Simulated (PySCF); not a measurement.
SMILES [Si](C)(C)([S])C, doublet (PBE0/def2-SVP optimised geometry):

```
14

C      1.117    -0.494     0.000
Si    -0.762    -0.494     0.000
C     -1.429    -1.235     1.600
C     -1.415    -1.436    -1.490
S     -1.514     1.526     0.000
H      1.504    -1.526     0.031
H      1.514    -0.012    -0.907
H      1.508     0.052     0.872
H     -2.529    -1.222     1.623
H     -1.096    -2.284     1.675
H     -1.055    -0.693     2.482
H     -1.063    -2.481    -1.472
H     -1.070    -0.980    -2.431
H     -2.515    -1.440    -1.499
```

Level of theory: unrestricted PBE0/def2-TZVP run with PySCF.

Question: What are the frontier orbital energies (α orbitals alone; a β orbital can be the lowest empty one) and the dipole moment?

Answer: HOMO-2 -8.81 eV, HOMO-1 -8.17 eV, HOMO -7.21 eV, LUMO 0.87 eV, LUMO+1 1.49 eV; dipole moment 2.06 D.

On the same geometry PySCF with unrestricted PBE/def2-TZVP gives HOMO-2 -7.51 eV, HOMO-1 -6.80 eV, HOMO -5.89 eV, LUMO 0.10 eV, LUMO+1 0.56 eV; dipole moment 2.17 D.

Meta-Löwdin charges at PBE0/def2-TZVP: C1 -0.61, Si2 0.89, C3 -0.60, C4 -0.61, S5 -0.26, H6 0.13, H7 0.13, H8 0.13, H9 0.13, H10 0.13, H11 0.13, H12 0.13, H13 0.13, H14 0.13.
